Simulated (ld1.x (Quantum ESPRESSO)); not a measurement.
# Pseudopotential generation for bismuth (Bi): ultrasoft, PBEsol, scalar-relativistic.

ld1.x (Quantum ESPRESSO) 7.5 was run on this input:

```
&input
   title='Bi', zed=83., rel=1, dft='PBESOL', iswitch=3,
   config='[Xe] 4f14 5d10 6s2 6p3',
   nld=2, rlderiv=2.65, eminld=-3.0, emaxld=5.0, deld=0.02
 /
 &inputp
   pseudotype=3, tm=.true., lloc=-2, rcloc=1.50,
   nlcc=.true., rcore=1.65,
   file_pseudopw='Bi.UPF', file_wfcaegen='ae.wfc', file_wfcncgen='nc.wfc', file_beta='beta', file_chi='chi', file_wfcusgen='us.wfc'
 /
4
6S  1  0   2.00   0.00  1.30  1.60  0.0
6S  1  0   0.00  -0.10  1.30  1.60  0.0
6P  2  1   3.00   0.00  1.80  2.45  0.0
6P  2  1   0.00   0.75  1.80  2.45  0.0
 &test
   configts(1)='6s2 6p3'
 /
```

Command:

```bash
ld1.x < Bi.in > Bi.out
```

Resulting log (shortened: banner, matrices, multipoles, cross overlaps and the repeated all-electron block are left out):

```
[... start of the log left out ...]
     Computing logarithmic derivative in   2.65098
     Message from routine run_pseudo:
     Warning: convergence not achieved
     Computing logarithmic derivative in   2.65098
     Computing the partial wave expansion
     R is outside the sphere for l=    0 j= 0.00
     R is outside the sphere for l=    0 j= 0.00
     R is outside the sphere for l=    1 j= 0.00
     R is outside the sphere for l=    1 j= 0.00

     ---------------------- Testing the pseudopotential ----------------------

     Bi
     scalar relativistic calculation

     atomic number is 83.00   valence charge is  5.00
     dft =PBESOL   lsd =0 sic =0 latt =0  beta=0.20 tr2=1.0E-14
     mesh =1283 r(mesh) = 100.09897 xmin = -7.00 dx = 0.01250

     n l     nl             e AE (Ry)        e PS (Ry)    De AE-PS (Ry)
     1 0     6S   1( 2.00)       -1.06829       -0.00000       -1.06829  !
     2 1     6P   1( 3.00)       -0.33788       -0.00000       -0.33788  !

     eps = 3.3E-05  iter =201

     Etot =  -43050.142242 Ry,  -21525.071121 Ha, -585727.024247 eV
     Etotps =   -17.883374 Ry,      -8.941687 Ha,    -243.315699 eV

     Ekin =       3.653382 Ry,       1.826691 Ha,      49.706793 eV
     Encl =     -14.126772 Ry,      -7.063386 Ha,    -192.204531 eV
     Ehrt =       8.297657 Ry,       4.148829 Ha,     112.895377 eV
     Ecxc =     -13.418979 Ry,      -6.709489 Ha,    -182.574504 eV
     (Ecc =     -10.149660 Ry,      -5.074830 Ha,    -138.093155 eV)
     Epseu=      -2.288662 Ry,      -1.144331 Ha,     -31.138834 eV

     ---------------------- End of pseudopotential test ----------------------
```

The run took about 3.9 s on one core of a shared server CPU.
